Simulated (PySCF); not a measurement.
C6H6F3P.
Cartesian coordinates in Å at the PBE0-D3(BJ)/def2-SVP level; atoms count from 1:
```
atom  x, y, z in Å
C1     3.293   -0.877    0.324
C2     2.403   -0.130   -0.021
C3     1.303    0.730   -0.410
P4    -0.112    0.594    0.814
C5    -0.649   -1.110    0.463
C6    -1.900   -1.573    0.519
C7    -1.347    1.546   -0.257
F8    -2.569    1.516    0.284
F9    -1.455    1.098   -1.510
F10   -0.960    2.825   -0.327
H11    4.094   -1.527    0.622
H12    1.619    1.786   -0.412
H13    0.949    0.480   -1.423
H14    0.182   -1.802    0.275
H15   -2.759   -0.927    0.723
H16   -2.111   -2.633    0.347
```

IAO charges (e) from the PBE0/pcSseg-1 density (PySCF), one withheld:

```tsv
atom	bonded to	charge
C1	C2 H11	-0.2405
C2	C1 C3	-0.0336
C3	C2 P4 H12 H13	-0.4509
P4	C3 C5 C7	+0.5217
C5	P4 C6 H14	-0.3520
C6	C5 H15 H16	?
C7	P4 F8 F9 F10	+0.6289
F8	C7	-0.2760
F9	C7	-0.2755
F10	C7	-0.2801
H11	C1	+0.2038
H12	C3	+0.1861
H13	C3	+0.1777
H14	C5	+0.1635
H15	C6	+0.1536
H16	C6	+0.1582
```

Problem. What is the charge on C6?

Solution. The charges add up to the total charge, 0. The others sum to +0.2849, which leaves -0.2849 e for C6 (terminal =CH2 carbon); the computed value is -0.2850, the difference coming from rounding.

Problem. Add each hydrogen's charge to the atom that carries it.

Solution. C1 -0.0367, C3 -0.0871, C5 -0.1885, C6 +0.0268. Atoms without hydrogen keep their charges.

Problem. Across which bond do the charges differ most?

Solution. P4–C3: +0.5217 on P4 against -0.4509 on C3, a difference of 0.9726 e. The lower charge is on the more electronegative element of the two (Pauling values: C 2.55, P 2.19).

Problem. Take the bonds between elements whose Pauling electronegativities differ by more than 0.25. In how many does the more electronegative atom carry the lower charge?

Solution. In 11 of 12; it doesn't in P4–C7.

Problem. How much positive and how much negative charge does this set hold in all?

Solution. +2.1935 e on 8 atoms and -2.1936 e on 8.

The IAO scheme counts the electrons in orthogonalised intrinsic atomic orbitals, a minimal basis polarised so that it spans the occupied orbitals exactly. The structure is a single PBE0-D3(BJ)/def2-SVP conformer in the gas phase; no vibrational or solvent corrections.
